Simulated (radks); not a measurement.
Task: These are the eigenvalues of the occupied orbitals of an atom or ion with whole-number occupations (Ry). Method: non-relativistic Kohn-Sham, PBE, spin-polarised, spherical densities, point nucleus; computed with a radial shooting solver on a logarithmic mesh with Libxc functionals.

| orbital | eigenvalue |
|---|---|
| 1s up | -201.4245 |
| 1s down | -201.4130 |
| 2s up | -18.44876 |
| 2s down | -18.43825 |
| 2p up | -14.08474 |
| 2p down | -14.06970 |
| 3s up | -1.54138 |
| 3s down | -1.47023 |
| 3p up | -0.66226 |
| 3p down | -0.59784 |

Which element is it, and in what charge state? The configuration may be excited. Open shells, if any, are filled with parallel spins first.

Result: Z = 17, chlorine, charge 0: Cl in [Ne] 3s2 3p5. The list shows which subshells hold electrons but not how many an open one holds; the 1s level, -100.71 hartree, gives Z - s = 14.2 by -(Z - s)^2/2, which with screening narrows Z to a few neighbours, and the depths of the outer levels then fix element, charge and occupations together.
